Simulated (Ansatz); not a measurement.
Ansatz (a first-principles code) input (CCSD(T)/def2-TZVPP):

Ansatz 0.2 input:
```yaml
crystal:
  periodic: [false, false, false]
  atoms:
    - {symbol: Pb, position_ang: [0.00370110, -0.00395228, 0.48272304]}
    - {symbol: Cl, position_ang: [1.30562040, 1.59907514, -1.16127885]}
    - {symbol: Cl, position_ang: [-1.32347278, -1.58001119, -1.16714994]}
basis:
  gaussian:
    orbitals: def2-TZVPP
total_charge: -1
magnetization: {spin_polarized: true, initial_magnetization: 1}
correlation: {method: ccsd_t, electrons: outside_noble_gas}
```

Output:

```
Functional definition: HF
integrals: 0.41 GiB planned
979 factors; integrals over basis functions are off by at most 7.8e-4 eV
mean field: 0.76 GiB planned
mean field evaluation 1: about -30231.8189 eV, gradient 9.5e0 eV
mean field evaluation 2: about -30231.8413 eV, gradient 9.5e0 eV
mean field evaluation 4: about -30232.5136 eV, gradient 1.4e0 eV
mean field evaluation 8: about -30232.5539 eV, gradient 9.4e-2 eV
mean field evaluation 16: about -30231.8180 eV, gradient 9.5e0 eV
mean field evaluation 32: about -30230.7503 eV, gradient 1.0e-1 eV
mean field evaluation 64: about -30230.7400 eV, gradient 6.0e-1 eV
mean field -30232.55410659 eV, -1111.0258710561 hartree, gradient 3.3e-6 eV, S^2 0.760648; 2 other end points of the search recorded, 0 dependent functions left out
determinant -30232.55410659 eV, -1111.0258710561 hartree, with singles and doubles -30245.86483549 eV, -1111.5150313206 hartree
determinant -30230.75063522 eV, -1110.9595947055 hartree, with singles and doubles -30244.22497744 eV, -1111.4547676489 hartree
determinant -30230.38855616 eV, -1110.9462885454 hartree, with singles and doubles -30243.86050502 eV, -1111.4413735345 hartree
19 core orbitals not correlated
reference -30232.55410659 eV, -1111.0258710561 hartree; 10, 9 occupied and 105, 106 virtual orbitals, 979 factors
second order -12.26069097 eV of doubles, -0.00000000 eV of singles
coupled cluster: 0.97 GiB planned
cycle   1  -13.25766579 eV  change   -3.7e-1 eV  update   1.8e-2
cycle   2  -13.27821670 eV  change   -2.1e-2 eV  update   4.3e-3
cycle   3  -13.27924771 eV  change   -1.0e-3 eV  update   2.0e-3
cycle   4  -13.27980808 eV  change   -5.6e-4 eV  update   7.0e-4
cycle   5  -13.27999193 eV  change   -1.8e-4 eV  update   3.1e-4
cycle   6  -13.28002478 eV  change   -3.3e-5 eV  update   9.2e-5
cycle   7  -13.28001252 eV  change    1.2e-5 eV  update   3.4e-5
cycle   8  -13.28001998 eV  change   -7.5e-6 eV  update   1.3e-5
perturbative correction -0.55556558 eV, -0.0204166585 hartree
Total energy: -30246.38969215 eV, -1111.5343194474 hartree
```
